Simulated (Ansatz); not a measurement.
Consider the substitution at a C–As bond: `CC([SiH3])[AsH2]` + H₂Te → `CC([SiH3])[TeH]` + `[AsH3]`.

Program: Ansatz. Geometries: PBE0-D4/def2-TZVP. ΔE: electronic, gas phase. CCSD(T)/CBS adds triple-zeta CCSD(T) − MP2 to the extrapolated MP2 energy (def2 sets, frozen cores). DFT in def2-TZVPP. B3LYP here is the variant with VWN-RPA as its local correlation; programs differ in this. def2 core potentials past Kr. For As, Te outer-core shells are correlated without core-valence functions, which leaves a few kJ/mol of doubt a bond. Scalar relativity is left out up to krypton.

Is it downhill or uphill in electronic energy at CCSD(T)/CBS, and by how much? (An estimate is asked.)

Ansatz gave: Nearly level: ΔE = -1.7 kJ/mol.

What do these levels give: PBE-D4, r2SCAN-D4, PBE0-D4, B3LYP-D4, ωB97X-V, ωB97M-V, r2SCAN, PBE0, MP2/def2-TZVPP, SCS-MP2/def2-TZVPP, CCSD(T)/def2-TZVPP, CCSD/CBS(def2)? (Estimate.)

Computed: PBE-D4 1.2, r2SCAN-D4 2.9, PBE0-D4 3.3, B3LYP-D4 1.5, ωB97X-V 5.2, ωB97M-V 4.7, r2SCAN 2.8, PBE0 3.8, MP2/def2-TZVPP 1.7, SCS-MP2/def2-TZVPP 2.3, CCSD(T)/def2-TZVPP 4.4, CCSD/CBS(def2) -0.3 kJ/mol.

Largest T1 diagnostic among the species: 0.011.
